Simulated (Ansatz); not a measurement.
| atom | x (Å) | y (Å) | z (Å) |
| --- | --- | --- | --- |
| Cr | 0.0000 | 0.0000 | -1.8000 |
| O | 0.0000 | 0.0000 | 0.0000 |
| Mn | 0.0000 | 0.0000 | 1.8000 |

Basis set: pcseg-2 (spherical functions). Some runs use density fitting. Charge 0, multiplicity 2.

Computed with Ansatz (development build ahead of 0.2.0); each method stands on the lowest determinant of its kind that the runs found.

(1) Give the atomization energy at this shape (free ground-state atoms in the same class of orbitals less the molecule, no zero-point energy) of doublet CrMnO by PBE0 (unrestricted), PBE (unrestricted).

## Answers

(1)

```tsv
method	atomization energy
PBE0 (unrestricted)	632.6 kJ/mol
PBE (unrestricted)	727.8 kJ/mol
```

Caution: another spin multiplicity may lie lower; the unrestricted determinant is a mixture of spin states.

The shape needn't be a minimum at these levels.
